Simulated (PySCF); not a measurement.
## Calculated NMR parameters of CO[SiH](OC)N([SiH3])[SiH3]

```yaml
Formula: C2H13NO2Si3
SMILES: CO[SiH](OC)N([SiH3])[SiH3]
Point_group_of_the_computed_structure: C1
Degrees_of_unsaturation: 0
Carbon_signals: 1
Proton_signals: 3
```

Atom-mapped SMILES (the numbers label the heavy atoms): `[CH3:1][O:2][SiH:3]([O:4][CH3:5])[N:6]([SiH3:7])[SiH3:8]` (H(Xn): hydrogen on atom n).

- PBE0/pcSseg-1 with gauge-including orbitals
- structure optimised with GFN2-xTB
- run in PySCF
- fast rotation and ring inversion assumed for equivalent nuclei, isolated molecule, non-relativistic Hamiltonian, one computed conformer

Scale: TMS for 1H (σref 31.72), 13C (σref 186.93), 29Si (σref 349.16); NH3 for 15N (σref 267.73); 17O (σref 336.08) against H2O (reference shieldings calculated alike).

| carbon | δC, type | δH (multiplicity) | HMBC from (2–3 bonds) | span of the C tensor (ppm) |
| --- | --- | --- | --- | --- |
| C1/C5 | 50.6, CH3 | 3.80 (s) | H(Si3) | 72 |

Other nuclei:
```csv
atoms,nucleus,environment,δ (ppm),σ (ppm)
H(Si7)/H(Si8),1H,hydrogen on a silicon bonded to N,4.82,26.90
H(Si3),1H,"hydrogen on a silicon bonded to N, 2 O",4.66,27.06
Si3,29Si,"silicon bonded to N, 2 O, H",-43.9,393.0
Si7/Si8,29Si,"silicon bonded to N, 3 H",-48.3,397.4
N6,15N,nitrogen bonded to 3 Si,10.8,257.0
O2/O4,17O,"oxygen bonded to C, Si",26.3,309.7
```

- Carbon types of the structure: 2 × CH3, leaving 7 H on heteroatoms.
- δC 50.6: methyl carbon bonded to O; deshielded by the electronegative neighbour.
- δH 4.82: hydrogen on a silicon bonded to N.
- δH 4.66: hydrogen on a silicon bonded to N, 2 O.
- δH 3.80: hydrogen on a methyl carbon bonded to O; its carbon carries O, hence the downfield position.

Shifts are as computed. Against solution values, carbons near 30 ppm lie about +3 ppm off and those near 130 ppm about +5 ppm. Of 1211 compounds with measured shifts, 218 miss one by over three times the rms of a fit or turn the order of signals round; such compounds aren't used in these exercises. Experimental scales use liquid or dissolved standards, which lie at an offset from isolated NH3 (liquid NH3: subtract about 20 ppm) and H2O (liquid H2O: subtract about 36 ppm). Multiplicities follow the n + 1 count of equivalent neighbours, as no J values were calculated; m marks all less simple cases, F and P coupling included.
